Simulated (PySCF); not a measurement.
**Spin states of RbNa⁺**

Unrestricted PBE0; basis Rb def2-SVPD with ECP28, Na def2-SVPD; scalar-relativistic core potentials; PySCF 2.14. Outer shells of the fragments: Rb+ closed shells only; Na 3s1.

Followed along the bond (rough minima from three points):

```csv
2Ms+1,unpaired,⟨S²⟩ at the start,R at minimum (Å),Te (eV)
2,σ ↑,0.75,4.33,0.00
```

Solutions found at the starting distance of 3.735 Å, counted from the lowest of them; the search is not exhaustive and high or unbound solutions are not listed, so other states can lie among these:

```json
{"2Ms+1": "2", "unpaired": "σ ↑", "term": "²Σ⁺", "E (eV)": "0.00", "⟨S²⟩": "0.75", "⟨Lz²⟩": "0.00", "μ (D)": "2.18"}
{"2Ms+1": "2", "unpaired": "π ↑", "term": "²Π", "E (eV)": "2.46", "⟨S²⟩": "0.75", "⟨Lz²⟩": "1.00", "μ (D)": "0.82"}
{"2Ms+1": "2", "unpaired": "δ ↑", "term": "²Δ", "E (eV)": "4.64", "⟨S²⟩": "0.75", "⟨Lz²⟩": "4.00", "μ (D)": "13.29"}
```

A term symbol is given only where ⟨S²⟩ and ⟨Lz²⟩ are close to those of a pure state; real π, δ and φ orbitals otherwise mix terms. A positive dipole points towards Na; it is taken about the centre of mass and depends on that origin.

Spin–orbit coupling is left out. Counting both spins, an empty level lies below a filled one in some of these solutions, because spin and occupation are held.
